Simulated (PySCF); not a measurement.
Numbering as in the mapped SMILES `[NH2:1][C:2](=[O:3])[Si@@H:4]1[CH2:5][C@H:6]1[SiH:7]([OH:8])[OH:9]`; H(Xn) means a hydrogen on atom n. Ha(C5) is cis to C2 on the ring; Hb(C5) is trans to C2 on the ring.

Fast rotation and ring inversion assumed for equivalent nuclei, one computed conformer, relativity neglected, gas phase. σ from GIAO-PBE0/pcSseg-1; coordinates at the GFN2-xTB level; PySCF 2.14.

Referencing at the same level of theory: 13C (σref 186.93), 1H (σref 31.72), 29Si (σref 349.16) vs TMS; 15N (σref 267.73) against NH3; 17O (σref 336.08) vs H2O.

```json
{"atoms": "Si4", "nucleus": "29Si", "count": "1", "Hirshfeld charge": "0.33", "δ (ppm)": "-150.3"}
{"atoms": "Hb(C5)", "nucleus": "1H", "count": "1", "Hirshfeld charge": "0.04", "δ (ppm)": "0.25"}
{"atoms": "O9", "nucleus": "17O", "count": "1", "Hirshfeld charge": "-0.32", "δ (ppm)": "49.8"}
{"atoms": "H(Si4)", "nucleus": "1H", "count": "1", "Hirshfeld charge": "-0.05", "δ (ppm)": "3.14"}
{"atoms": "H(C6)", "nucleus": "1H", "count": "1", "Hirshfeld charge": "0.04", "δ (ppm)": "?"}
{"atoms": "Ha(C5)", "nucleus": "1H", "count": "1", "Hirshfeld charge": "0.04", "δ (ppm)": "0.69"}
{"atoms": "C5", "nucleus": "13C", "count": "1", "Hirshfeld charge": "-0.17", "δ (ppm)": "-3.3"}
{"atoms": "H(O8)", "nucleus": "1H", "count": "1", "Hirshfeld charge": "0.18", "δ (ppm)": "?"}
{"atoms": "O8", "nucleus": "17O", "count": "1", "Hirshfeld charge": "-0.31", "δ (ppm)": "?"}
{"atoms": "C2", "nucleus": "13C", "count": "1", "Hirshfeld charge": "0.09", "δ (ppm)": "?"}
{"atoms": "O3", "nucleus": "17O", "count": "1", "Hirshfeld charge": "-0.29", "δ (ppm)": "?"}
{"atoms": "Si7", "nucleus": "29Si", "count": "1", "Hirshfeld charge": "0.45", "δ (ppm)": "-21.7"}
{"atoms": "H(Si7)", "nucleus": "1H", "count": "1", "Hirshfeld charge": "-0.10", "δ (ppm)": "4.62"}
{"atoms": "H(O9)", "nucleus": "1H", "count": "1", "Hirshfeld charge": "0.18", "δ (ppm)": "1.71"}
{"atoms": "N1", "nucleus": "15N", "count": "1", "Hirshfeld charge": "-0.17", "δ (ppm)": "124.1"}
{"atoms": "C6", "nucleus": "13C", "count": "1", "Hirshfeld charge": "-0.21", "δ (ppm)": "3.0"}
{"atoms": "H(N1)", "nucleus": "1H", "count": "2", "Hirshfeld charge": "0.14", "δ (ppm)": "4.95"}
```

Question: Fill in the missing shifts.

Answer: 
- C2: 181.5 ppm, carbonyl carbon
- H(O8): 1.86 ppm, hydrogen on an oxygen bonded to Si; labile proton, position sensitive to the medium
- H(C6): 0.22 ppm, hydrogen on a three-membered-ring carbon; cyclopropane-type protons are shielded by the ring
- O3: 516.7 ppm, amide-type carbonyl oxygen
- O8: 42.8 ppm, oxygen bonded to Si, H

The OH or NH signal is concentration- and solvent-dependent in practice; the value given is the gas-phase one. Shifts are as computed. Against solution values, carbons near 30 ppm lie about +3 ppm off and those near 130 ppm about +5 ppm. Of 1309 compounds with measured shifts, 239 miss one by over three times the rms of a fit or turn the order of signals round; such compounds aren't used in these exercises. Hydrogen bonding in solution shields acid and N–H amide carbonyl oxygens by tens of ppm. The C=O carbon of an acid or of an amide with N–H lies up to 10 ppm further downfield in solution, through hydrogen bonding that the calculation lacks. Unscaled 17O shifts of doubly bonded oxygen tend to come out too high, by tens of ppm or more. Experimental scales use liquid or dissolved standards, which lie at an offset from isolated NH3 (liquid NH3: subtract about 20 ppm) and H2O (liquid H2O: subtract about 36 ppm).
